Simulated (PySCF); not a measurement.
AlBr₃, SMILES [Br][Al]([Br])[Br]. Geometry: B3LYP-D3(BJ)/def2-SVP. The isomer is the one that the SMILES or the coordinates give; other isomers of the formula were not compared.

Calculation: PySCF with B3LYP-D3(BJ)/def2-SVP.

Harmonic wavenumbers (cm⁻¹): 92, 92, 171, 230, 510, 510. Rotational constants (GHz): 0.8392, 0.8392, 0.4196; symmetry number 6.

### Question
Work out the zero-point energy and the ideal-gas rigid-rotor harmonic-oscillator thermochemistry at 298.15 K and 1 atm.

### Answer
ZPE = ½ Σ hcν = ½ × 1605 cm⁻¹ = 2.29 kcal/mol. H − E(el) = 6.58 kcal/mol. Entropy in cal/(mol K): translation 42.64, rotation 27.80, vibration 12.79, total 83.24. G − E(el) = -18.24 kcal/mol. Cp = 17.99 cal/(mol K). Modes under 150 cm⁻¹ make the vibrational entropy uncertain.
